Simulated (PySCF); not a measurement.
**Excitation energy of Ag by level of theory**

Ag [Kr] 4d10 5s1 (2S) → Ag [Kr] 4d9 5s1 5p1 (high-spin determinant), as a difference of total energies. Calculation: PySCF 2.14, in ANO-RCC-VTZP; the spin-free X2C one-electron Hamiltonian (Gaussian nucleus). Correlated levels: valence: [Kr] frozen; valence and next inner shell: [Ar] 3d10 frozen. The calculations carry no spin-orbit coupling.

```csv
method,excitation energy (eV)
UHF,5.870
LDA,7.986
PBE,7.664
PBE0,7.403
r2SCAN,7.329
MN15,7.750
wB97X,7.719
BLYP,7.743
MP2 (valence),7.606
SCS-MP2 (valence),7.530
MP2 (valence and next inner shell),7.650
SCS-MP2 (valence and next inner shell),7.506
```

Q: How much does correlation contribute at MP2 (valence and next inner shell)?

A: 7.650 − (5.870) = 1.780 eV, measured against UHF.

A first-order spin-orbit estimate (lowest level to lowest level, LS coupling) adds -0.153 eV.

The upper state lies above the first ionisation limit, but in LS coupling its spin forbids autoionisation to the ground ion.

The basis was made for the ground configuration and has no added diffuse functions, so the excitation energy can come out too high.

The determinant of the upper state mixes LS terms, which raises its energy above the lowest term, most at the Hartree-Fock and MP2 levels.
